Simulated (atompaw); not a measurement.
# aluminium (Al): one change to a PAW (atompaw) potential, before and after

atompaw 4.2.0.5 input, output lines left out:

```
Al 13
GGA-PBE scalarrelativistic loggrid 1500 logderivrange -3 5 201
3 3 0 0 0 0
3 1 1
0 0 0
c
c
v
c
v
1
1.70 1.35 1.30 1.10
y
3.35
n
y
0.85
n
custom rrkj vanderbiltortho sinc
2 0 troulliermartins
1.70
1.55
1.70
1.70
```

Change: augmentation sinc compensation charge, radius 1.35 bohr; PAW radius 1.70 bohr; waves and projectors: custom polynom2 7 10 vanderbiltortho.

Cutoffs: the cutoffs (Ry, on a coarse ladder) from which the occupation-weighted sum of valence levels, in a spherical-Bessel basis at the reference potential, stays within 10 and 1 mRy of its value at 400 Ry; they do not see the model core or the augmentation charge, which bear on the density cutoff.

Question: What does the change do?

Answer: The potential gets neither clearly harder nor softer (10 Ry and 15 Ry → 8 Ry and 21 Ry); the bound ghosts move from p to p, s.

```csv
quantity,base,changed
"cutoff, loose",10 Ry,8 Ry
"cutoff, tight",15 Ry,21 Ry
bound ghosts,p,"p, s"
s: phases at 1.71 bohr within 0.05 rad from the reference energy up to (Ry; the scan ends near 5),4.3,to the end of the scan
p: phases at 1.71 bohr within 0.05 rad from the reference energy up to (Ry; the scan ends near 5),to the end of the scan,to the end of the scan
lowest overlap eigenvalue by channel,"s 0.97, p 0.80","s 0.35, p 0.68"
```

 A true bound ghost makes a file unfit for plane-wave use even where its test errors are small: the radial tests pick states by their node count and pass the ghost by. The cutoffs see the waves, projectors and local potential, not the compensation charge or the core.
